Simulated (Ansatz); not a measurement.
CdF₂. Total charge 0; quintet. Geometry r2SCAN-D4/def2-TZVP; atoms count from 1.

```xyz
3

Cd    0.5818    0.6559   -0.0775
F    -0.8083   -0.1660   -2.4761
F     0.2265   -0.4898    2.5536
```

In the def2 sets Cd takes a core potential; there is no spin–orbit coupling. In the quintet geometry the species has come apart into loosely held pieces. At PBE0-D4/def2-TZVP a singlet of charge 0 lies 10.27 eV below the quintet, each at its own geometry. The structure comes from a short search, and lower isomers may exist.

Question: Estimate the Mulliken populations from the PBE0/def2-TZVP orbitals of Ansatz.

Answer: 
| atom | charge (e) | spin (α − β) | d electrons |
| --- | --- | --- | --- |
| Cd1 | -0.05 | 1.99 | 10.00 |
| F2 | 0.02 | 1.00 | – |
| F3 | 0.02 | 1.00 | – |
Mulliken values depend strongly on the basis.

Question: Where does the spin sit?

Answer: Summed by element: Cd 1.99, F 2.01, of 4 unpaired in all. Largest on single atoms: Cd1 1.99, F2 1.00, F3 1.00.
